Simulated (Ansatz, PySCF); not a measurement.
B2H4, SMILES BB. Atoms are numbered in the order given.

```xyz
6

B      0.0000     0.0000     0.8133
B      0.0000     0.0000    -0.8133
H     -0.7166     0.7166     1.4496
H      0.7166    -0.7166     1.4496
H     -0.7166    -0.7166    -1.4496
H      0.7166     0.7166    -1.4496
```
Charge 0, spin multiplicity 1.

Geometry: B3LYP-D3(BJ)/def2-TZVP.

Two levels are set side by side: PBE-D3(BJ)/def2-TZVP (Ansatz, a program for electronic structure) and B3LYP-D3(BJ)/def2-TZVP (Ansatz). Each level has its own optimised geometry; the coordinates shown are those of the second. Frequencies come from the Hessian of PySCF at each geometry. Differences are taken from unrounded values.

| quantity | B3LYP-D3(BJ) | PBE-D3(BJ) | PBE-D3(BJ) minus B3LYP-D3(BJ) |
|---|---|---|---|
| mean bond length (Å) | 1.283 | 1.290 | 0.007 |
| bond B1–B2 (Å) | 1.627 | 1.618 | -0.008 |
| bond B1–H3 (Å) | 1.197 | 1.208 | 0.011 |
| bond B1–H4 (Å) | 1.197 | 1.208 | 0.011 |
| bond B2–H5 (Å) | 1.197 | 1.208 | 0.011 |
| bond B2–H6 (Å) | 1.197 | 1.208 | 0.011 |
| highest harmonic wavenumber (cm⁻¹) | 2619 | 2558 | -61 |
| mean harmonic wavenumber (cm⁻¹) | 1411 | 1364 | -46 |
| zero-point energy (kcal/mol) | 24.20 | 23.41 | -0.79 |

GGA bonds tend to be longer and softer than those of functionals with exact exchange. Differences between two approximate levels are no errors against the true value.
